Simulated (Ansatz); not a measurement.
Basis-set extrapolation for CH₄AlBOS (PBE0-D4/def2-TZVP geometry, frozen core, Ansatz 0.2.0). Multiplicity 1, RHF reference.

```json
{"": "HF", "def2-TZVPP": "-779.300014", "def2-QZVPP": "-779.324754"}
{"": "MP2 correlation", "def2-TZVPP": "-0.734340", "def2-QZVPP": "-0.790836"}
{"": "CCSD(T) correlation", "def2-TZVPP": "-0.811391", "def2-QZVPP": "not run"}
```

Energies in hartree. Use E(X) = E(∞) + A·exp(−7.88·√X) for Hartree–Fock and E(X) = E(∞) + B·X^(−2.97) for correlation, with X = 3 and 4, and add CCSD(T) minus MP2 of the smaller set to the MP2 limit.

Question: What is the CCSD(T) energy at the basis-set limit?

Answer: HF limit: -779.324754 + (-0.024740) × 0.13774 = -779.32816. MP2 limit: -0.790836 + (-0.056496) × 0.74074 = -0.83268. Higher-order term: -0.811391 − (-0.734340) = -0.07705. Total: -780.23789 hartree, 332.1 kJ/mol below CCSD(T)/def2-TZVPP.
